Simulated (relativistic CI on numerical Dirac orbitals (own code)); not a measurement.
One change at a time: Pm42+

Base calculation: Dirac-Coulomb-Breit CI, separate exchange-only KLI orbitals for each configuration, QED by a radiative potential, unscaled Slater integrals.

Configurations in the expansion (outside the closed core [Ne]): 3s2 3p6 3d, 3s2 3p5 3d2, 3s 3p6 3d2, 3s2 3p6 4s, 3s2 3p6 4p, 3s2 3p6 4d, 3s2 3p5 3d 4s, 3s2 3p6 4f, 3s2 3p5 3d 4p, 3p6 3d3, 3p5 3d4, 3p5 3d3 4s. Double excitations out of closed p, d and f shells are left out; levels of such configurations are missing from the list, as are those of other unlisted configurations, and high levels can miss mixing partners. These lack a partner that the ground configuration has and come out too high: 3s2 3p5 3d 4p.

The lowest level and the first level of each name with at least 55 % of one term (blank where a level has no safe partner in the second run):

```tsv
Level	Base (eV)	Shift (eV)
3s2 3p6 3d 2D_3/2	0.000	0.000
3s2 3p6 3d 2D_5/2	30.744	0.000
3s2 3p5 3d2 4D°_1/2	194.361	+0.410
3s2 3p5 3d2 4G°_9/2	225.876	+0.410
3s2 3p5 3d2 2F°_5/2	268.031	+0.411
3s2 3p5 3d2 2P°_1/2	270.303	+0.410
3s 3p6 3d2 4F_3/2	499.305	+0.628
3s 3p6 3d2 4F_5/2	505.839	+0.628
3s 3p6 3d2 4P_1/2	520.543	+0.628
3s 3p6 3d2 4F_7/2	528.066	+0.628
3s 3p6 3d2 4P_3/2	537.577	+0.628
3s 3p6 3d2 4F_9/2	539.478	+0.628
3s 3p6 3d2 2F_5/2	544.612	+0.628
3s 3p6 3d2 2G_7/2	549.130	+0.628
3s 3p6 3d2 2P_1/2	556.054	+0.628
3s 3p6 3d2 2G_9/2	564.766	+0.628
3s 3p6 3d2 2D_5/2	571.844	+0.628
```

At this charge energies of transitions that change n are usually good to better than 1 %, and those within a shell (Δn = 0) to a few per cent.

Problem. One thing was changed in a second run, which moved the levels as shown. Which?
A. QED terms removed
B. configuration mixing switched off
C. one mean potential for all configurations
D. P86 correlation estimate
E. Breit term removed
F. non-relativistic limit

Solution. D. P86 correlation estimate. A correlation estimate moves all levels of a configuration together before mixing; mixed levels move by a weighted share.

LS names give the leading component of a level, which can be under half, so a name can repeat, a term be missing and a line seem to break the LS rules.
